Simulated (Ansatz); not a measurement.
Question: Name a neutral molecule of B, O, Sb and H with HOMO–LUMO gap (PBE/def2-TZVPP) between 4.80 and 5.10 eV and size of the dipole moment (B3LYP/def2-TZVPP) between 3.35 and 3.65 D (Ansatz, PBE0-D4/def2-TZVP geometry).

Answer: `O[B](O)[SbH2]` (4.98 eV, 3.39 D). Other molecules can fit too; these were computed, each in one conformer that needn't be the lowest.

B3LYP here is the variant with VWN-RPA as its local correlation; programs differ in this.
